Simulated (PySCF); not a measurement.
CH5N3OSi, SMILES N[SiH](N)OC#N.

The structure is a stationary point at PBE0-D3(BJ)/def2-SVP. The structure was generated by enumeration, and PubChem lists no compound with its InChIKey, so it may never have been made. One conformer was computed; it need not be the lowest.

Two levels are set side by side: PBE/def2-TZVP (PySCF) and ωB97X/def2-TZVP (PySCF). Same geometry, gas phase. Differences are taken from unrounded values.

```
quantity                      ωB97X    PBE  PBE minus ωB97X
---------------------------  ------  -----  ---------------
orbital gap (eV)              13.10   6.29            -6.81
highest occupied level (eV)  -10.62  -6.72             3.90
lowest empty level (eV)        2.49  -0.42            -2.91
dipole moment (D)              6.09   6.10             0.01
mean polarisability (bohr³)    56.1   59.4              3.4
```

PBE's occupied levels lie high since its potential decays too fast outside the molecule; exact exchange lowers them and widens the gap. PBE's more diffuse valence density responds more strongly to a field. Differences between two approximate levels are no errors against the true value.

Rough cost on one machine, each run with all the roots and properties that it gave: ωB97X against PBE within a factor of 2.
